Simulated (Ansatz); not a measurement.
Relaxation of CH$_{3}$AlOS (7 atoms, charge 0, multiplicity 1), to a largest force component of 0.02 eV/Å in at most 50 steps.

Computed with RKS B3LYP/def2-SVP in Ansatz 0.2.0.

```xyz
7
Properties=species:S:1:pos:R:3
C -0.431 0.802 -0.050
O 0.013 0.186 1.076
Al 0.401 -1.429 0.297
S -0.556 -0.409 -1.366
H 0.230 1.636 -0.397
H -1.474 1.303 0.158
H 1.879 -2.156 0.237
```

Task: Where does it end, and by what steps?

Result: It converged. After 5 steps the energy has fallen by 0.796 eV; H7 moved furthest, 0.54 Å.

```
step  energy less start (eV)  largest force component (eV/Å)  accepted
   0                  0.0000                           2.541       yes
   1                 -0.5300                           1.680       yes
   2                 -0.7559                           0.327       yes
   3                 -0.7951                           0.089       yes
   4                 -0.7963                           0.032       yes
   5                 -0.7964                           0.006       yes
```

```xyz
7
Properties=species:S:1:pos:R:3
C -0.460 0.859 -0.034
O 0.320 0.262 0.968
Al 0.690 -1.207 0.105
S -0.504 -0.360 -1.504
H -0.023 1.805 -0.395
H -1.500 1.030 0.293
H 1.539 -2.457 0.521
```

Whether the end is a true minimum wasn't checked by a vibrational analysis.

The run took 39 s on 1 thread of Arm Neoverse N1 (shared host), peak memory 0.16 GiB.
